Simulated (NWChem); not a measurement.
Species: C₂H₄O₃Si; SMILES O[Si](C#C)(O)O

```xyz
10

C      0.0000     0.0000    -2.6259
C      0.0000     0.0000    -1.4112
Si     0.0000     0.0000     0.4201
O     -1.4859    -0.4304     0.9833
O      0.3702     1.5020     0.9833
O      1.1157    -1.0716     0.9833
H      0.0000     0.0000    -3.6939
H     -1.8205    -1.2901     0.6925
H     -0.2070     2.2216     0.6925
H      2.0275    -0.9315     0.6925
```
Atoms are numbered in this order, from 1.

Coordinates come from a B3LYP/6-31G* (spherical d) optimisation.

Question: Give the principal values of the shielding tensors (ppm) of C1, C2, Si3, O4 from Hartree-Fock/6-31G* (spherical d), GIAO (NWChem), with their diamagnetic and paramagnetic parts as GIAO splits them.

Answer: 
| atom | σ11 | σ22 | σ33 | isotropic | diamagnetic | paramagnetic |
|---|---|---|---|---|---|---|
| C1 | 32.8 | 32.8 | 256.8 | 107.5 | 273.4 | -165.9 |
| C2 | 35.3 | 35.3 | 297.5 | 122.7 | 259.7 | -137.1 |
| Si3 | 485.0 | 517.9 | 517.9 | 506.9 | 879.5 | -372.5 |
| O4 | 274.2 | 277.1 | 330.9 | 294.1 | 395.0 | -101.0 |
